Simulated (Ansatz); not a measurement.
## Counterpoise correction, worked out

The pair of Li⁺ (SMILES [Li+], atom 1) and C₂H₂ (SMILES C#C, atoms 2–5), both closed shells, in one local arrangement (a lower one may exist), relaxed at PBE0-D4/def2-TZVP:

```tsv
atom	x (Å)	y (Å)	z (Å)
Li1	-0.4998	1.7167	-0.1071
C2	0.1001	-0.3539	0.6244
C3	0.1257	-0.4216	-0.5760
H4	0.1016	-0.3770	1.6965
H5	0.1725	-0.5642	-1.6378
```

Computed with Ansatz 0.2.0 (basis: def2-TZVPPD); correlated methods freeze the cores. The outer core shell of Li, Na, Mg and K is correlated.

MP2 total energies in eV:

| system | geometry | basis functions | energy |
| --- | --- | --- | --- |
| pair | pair | all | -2298.26449 |
| Li⁺ | as in the pair | all (partner as ghosts) | -197.72921 |
| C₂H₂ | as in the pair | all (partner as ghosts) | -2099.66476 |
| Li⁺ | as in the pair | its own | -197.72650 |
| C₂H₂ | as in the pair | its own | -2099.65249 |
| Li⁺ | free (PBE0-D4 minimum) | its own | -197.72650 |
| C₂H₂ | free (PBE0-D4 minimum) | its own | -2099.66372 |

(1) Work out the interaction energy with and without the counterpoise correction, the superposition error, and the binding energy from the relaxed fragments.

The T1 diagnostic stays at or below 0.014.

## Answers

(1) Without correction: -2298.26449 − (-197.72650) − (-2099.65249) = -0.88550 eV.
With correction (each fragment in the whole basis): -2298.26449 − (-197.72921) − (-2099.66476) = -0.87052 eV = -20.07 kcal/mol.
The superposition error is the difference, 0.01498 eV, 2 % of the uncorrected value: each fragment borrows its partner's functions.
Deformation from the free shapes: 0.00000 eV for Li⁺ and 0.01123 eV for C₂H₂.
Binding energy from relaxed fragments: -0.87052 + 0.00000 + 0.01123 = -0.85929 eV = -19.82 kcal/mol (electronic, without zero-point energy; negative means bound). For comparison, the corrected interaction energy by CCSD(T) at an estimated basis limit (MP2 extrapolated from triple and quadruple zeta, plus CCSD(T) − MP2 in triple zeta) is -0.921 eV.

For scale, one of the runs: CCSD(T)/def2-TZVPPD, 130 basis functions, launched by `ansatz run in.yaml --threads 2 --pin off --events-out ev --progress --plain --max-ram 5222MiB`. Hardware: 2 CPU threads of an Intel Xeon 6975P-C, shared host. Wall time 2.7 s; peak host memory 0.79 GiB.
